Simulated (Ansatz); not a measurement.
`C[SiH](N)Cl` + HBr → `C[SiH](N)Br` + HCl  (ligand exchange at the Si–Cl bond)

Program: Ansatz. Geometries: PBE0-D4/def2-TZVP. ΔE: electronic, gas phase. CBS: MP2 limit from def2 TZ/QZ plus the TZ coupled-cluster correction, frozen cores. This one scheme is used for every species. DFT in def2-TZVPP. For Br outer-core shells are correlated without core-valence functions, which leaves a few kJ/mol of doubt a bond. Scalar relativity is left out up to krypton. Each species was taken in one conformer, which may not be the lowest.

| level | ΔE (kJ/mol) |
| --- | --- |
| ωB97M-V | 4.4 |
| revPBE | 3.4 |
| PBE0 | 3.0 |
| MP2/def2-SVP | 3.6 |

**Question.** What does CCSD(T)/CBS give? (An estimate is asked.)

**Answer.** Ansatz gave: +1.5 kJ/mol. The listed levels differ from it by 2.9, 1.9, 1.5, 2.1 kJ/mol.

**Question.** What do rigid-rotor, harmonic-oscillator terms from PBE0-D4/def2-TZVP frequencies (298.15 K, 1 bar) make of the CCSD(T)/CBS value? (An estimate is asked.)

**Answer.** The calculation gave: ΔZPE = +0.9 kJ/mol, ΔH = +2.9 kJ/mol, ΔS = 0 J/(mol·K), ΔG = +2.9 kJ/mol.

Largest T1 diagnostic among the species: 0.009.

At CCSD(T), def2-SVP lies +4.7 kJ/mol from the extrapolated value and def2-TZVPP +1.8 kJ/mol. Leaving LDA and LC-ωPBE aside and taking each functional with its dispersion term where it has one, the values, not all of them listed here, spread over 5.8 kJ/mol, from HSE06-D4 to B97M-V.
